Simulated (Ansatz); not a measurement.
Consider the cleavage of the Ga–Si bond: `[SiH3][GaH][Cl]` + HBr → `[Cl][GaH][Br]` + SiH₄.

Isolated molecules relaxed with PBE0-D4/def2-TZVP in Ansatz; ΔE leaves out vibrations. CCSD(T)/CBS adds triple-zeta CCSD(T) − MP2 to the extrapolated MP2 energy (def2 sets, frozen cores). This one scheme is used for every species. DFT in def2-TZVPP. HSE06 is defined as in plane-wave codes. For Br, Ga outer-core shells are correlated without core-valence functions, which leaves a few kJ/mol of doubt a bond. Scalar relativity is left out up to krypton.

`[SiH3][GaH][Cl]`:

Cartesian coordinates in Å:
```
Si 0.998 0.304 -0.333
Ga -1.246 -0.421 0.131
Cl -1.780 -0.303 2.222
H 1.952 -0.544 0.430
H 1.155 1.716 0.106
H 1.322 0.211 -1.782
H -2.401 -0.963 -0.774
```

HBr:

```xyz
2

Br    0.271    0.479   -0.449
H    -0.271   -0.479    0.449
```

`[Cl][GaH][Br]`:

Cartesian coordinates in Å:
```
Cl -0.869 1.203 1.420
Ga 0.197 -0.019 0.039
Br -1.044 -0.907 -1.644
H 1.715 -0.277 0.185
```

SiH₄:

Cartesian coordinates in Å:
```
Si 0.000 0.000 0.000
H 0.523 0.761 1.163
H 0.721 0.417 -1.229
H -1.450 0.275 -0.160
H 0.206 -1.453 0.226
```

| level | ΔE (kJ/mol) |
| --- | --- |
| r2SCAN0-D4 | -113.5 |
| r2SCAN0 | -114.0 |
| HSE06 | -105.3 |
| CCSD(T)/def2-TZVPP | -111.9 |

Question: What does CCSD(T)/CBS give? (Estimate.)

Answer: The calculation gave: -110.2 kJ/mol. The listed levels differ from it by -3.3, -3.8, 4.9, -1.7 kJ/mol.

Question: What do rigid-rotor, harmonic-oscillator terms from PBE0-D4/def2-TZVP frequencies (298.15 K, 1 bar) make of the CCSD(T)/CBS value? (An estimate is asked.)

Answer: Ansatz gave: ΔZPE = +4.2 kJ/mol, ΔH = -108.3 kJ/mol, ΔS = -22 J/(mol·K), ΔG = -101.8 kJ/mol. Modes under 50 cm⁻¹ make the entropy rough.

Largest T1 diagnostic among the species: 0.013.

From PBE to PBE0 (25 % exact exchange), in def2-TZVPP and without D4, ΔE moves by −7.2 kJ/mol. At CCSD(T), def2-SVP lies −6.8 kJ/mol from the extrapolated value and def2-TZVPP −1.8 kJ/mol. Leaving LDA and LC-ωPBE aside and taking each functional with its dispersion term where it has one, the values, not all of them listed here, spread over 21.7 kJ/mol, from BHLYP-D4 to PBE-D4.
